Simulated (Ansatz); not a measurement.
Geometry optimisation, Ansatz 0.2.0, RKS PBE0/def2-SVP.

Input:

```yaml
crystal:
  periodic: [false, false, false]
  atoms:
    - { symbol: Al, position_ang: [0.057745, -0.588594, -0.331073] }
    - { symbol: H, position_ang: [-0.033162, 0.183857, 2.313513] }
    - { symbol: F, position_ang: [1.440782, 0.29573, -0.521455] }
    - { symbol: F, position_ang: [-1.356473, -0.004725, -0.95834] }
    - { symbol: "N", position_ang: [0.074113, -2.204261, 0.575056] }
    - { symbol: H, position_ang: [-0.693324, -2.86408, 0.517457] }
    - { symbol: H, position_ang: [0.936445, -2.669216, 0.834451] }
    - { symbol: H, position_ang: [-0.058127, -0.49481, 2.063092] }
basis:
  gaussian: { orbitals: def2-SVP }
hamiltonian:
  xc: pbe0
relax:
  f_tol: 0.03
  max_steps: 50
```

Launched with:

```bash
$ ansatz run input.yaml --threads 1 --pin off --max-ram 2048MiB --backend cpu --events-out ev --progress --plain --runs-dir out
```

**Question.** Where does it end, and by what steps?

**Answer.** The run converged. After 7 steps the energy has fallen by 0.271 eV; H2 moved furthest, 0.56 Å.

| step | energy less start (eV) | largest force component (eV/Å) | accepted |
| --- | --- | --- | --- |
| 0 | 0.0000 | 1.758 | yes |
| 1 | -0.1598 | 1.082 | yes |
| 2 | -0.2088 | 0.893 | yes |
| 3 | -0.2545 | 0.552 | yes |
| 4 | -0.2595 | 0.440 | yes |
| 5 | -0.2700 | 0.132 | yes |
| 6 | -0.2709 | 0.044 | yes |
| 7 | -0.2712 | 0.011 | yes |

```xyz
8
Properties=species:S:1:pos:R:3
Al 0.074 -0.652 -0.053
H -0.116 0.479 1.847
F 1.467 0.223 -0.266
F -1.354 0.035 -0.545
N 0.132 -2.344 0.421
H -0.669 -2.965 0.427
H 0.984 -2.864 0.599
H -0.151 -0.258 2.062
```

Whether the end is a true minimum wasn't checked by a vibrational analysis.

The run took 13 s on 1 thread of Intel(R) Xeon(R) 6975P-C (Granite Rapids), with other jobs on the host, peak memory 0.16 GiB.
